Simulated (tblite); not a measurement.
**Question.** What does the GFN2-xTB structure of `CCCP(C)P(C)C` look like in three dimensions?

**Answer.** 
```xyz
24
C6H16P2 angstrom
C      3.5177   -0.4772    0.8971
C      2.3654   -0.7507   -0.0620
C      1.0700   -0.1141    0.4310
P     -0.3745   -0.5072   -0.6823
C      0.0170    0.6590   -2.0705
P     -1.8275    0.7807    0.3542
C     -2.2640   -0.4029    1.7140
C     -3.2790    0.4245   -0.7449
H      4.4361   -0.9320    0.5330
H      3.2998   -0.8859    1.8816
H      3.6810    0.5938    1.0006
H      2.2183   -1.8286   -0.1637
H      2.6173   -0.3582   -1.0497
H      0.8323   -0.5087    1.4233
H      1.1821    0.9710    0.5173
H      0.2217    1.6608   -1.6962
H     -0.8268    0.6928   -2.7569
H      0.8820    0.2856   -2.6160
H     -1.4732   -0.4087    2.4612
H     -2.4062   -1.4108    1.3273
H     -3.1823   -0.0607    2.1890
H     -3.1751    0.9749   -1.6777
H     -4.1836    0.7656   -0.2439
H     -3.3600   -0.6402   -0.9582
```

Orientation and origin are arbitrary. Atoms count from 1 in this order. Of the pairs four or more bonds apart, H13···H18 is among the closest relative to their van der Waals radii: 2.42 Å, 101 % of the sum of Bondi's values. P6 (three-coordinate phosphorus) is pyramidal (angles 97.3°, 97.3° and 97.2°, sum 291.8°, 0.97 Å off the plane of its three neighbours). P4 (three-coordinate phosphorus) is pyramidal (angles 98.7°, 97.1° and 96.1°, sum 291.9°, 0.97 Å off the plane of its three neighbours).

Bonds between heavy atoms (Å): C1–C2 1.524, C2–C3 1.525, C3–P4 1.866, P4–C5 1.855, P4–P6 2.201, P6–C7 1.855, P6–C8 1.855.

The geometry is computed with GFN2-xTB (gas phase).

Point group: C1 (no symmetry element, even within 0.4 Å). Its GFN2-xTB frequencies are all real (lowest 26 cm⁻¹). One conformer, not necessarily the lowest (C1–C2–C3–P4 -177°, C2–C3–P4–C5 -76°, C3–P4–P6–C7 -82°). 3 starts were optimised and ended at 0.00, 0.01 and 3.87 kcal/mol (GFN2-xTB); the lowest of these is shown.

The run took 0.42 s on Arm Neoverse V1, one thread, no GPU, shared host with 64 logical CPUs at a one-minute load of 20. This is the geometry optimisation.
